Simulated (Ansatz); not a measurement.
Species: C$_{6}$H$_{11}$, net charge -1, singlet state. It need not be the lowest isomer of its formula. Whether it binds its extra electron was not tested at this geometry. 
Structure (B3LYP-D3(BJ)/def2-TZVP (Ansatz, a program for electronic structure) minimum search):
```
C
C 1 1.3461
H 2 1.1000 1 118.92
C 1 1.5126 2 118.50 3 -179.25
H 4 1.1019 1 108.26 2 91.73
H 4 1.1137 5 105.14 1 124.39
C 2 1.5238 3 111.61 1 -177.68
H 7 1.0954 2 110.60 3 -154.71
H 7 1.1009 8 106.26 6 -143.84
C 4 1.5346 5 107.56 6 113.95
H 10 1.0933 4 109.84 5 63.48
H 10 1.0945 11 106.86 4 -119.39
H 10 1.0997 11 109.26 12 -116.86
C 7 1.5360 8 108.31 9 -116.02
H 14 1.0924 7 109.98 8 -62.43
H 14 1.0946 15 107.17 7 120.17
H 14 1.0990 15 108.30 16 116.22
```
Charge -1, spin multiplicity 1.

Basis-set convergence of Hartree-Fock and CCSD(T) correlation energies (hartree) with Ansatz. Valence correlation only, unless marked. Spin-orbit coupling is left out. No relativistic terms. This anion needs diffuse functions, which these sets lack.

| basis | functions | E(HF) | E(corr, CCSD(T)) |
|---|---|---|---|
| cc-pVDZ | 139 | -233.50779 | -0.96403 |
| cc-pVTZ | 334 | -233.57679 | -1.15444 |
| cc-pVQZ | 660 | (withheld) | (withheld) |

Q: Fill in the missing entries.

A: 
- cc-pVQZ, E(HF): -233.59464
- cc-pVQZ, E(corr, CCSD(T)): -1.21098
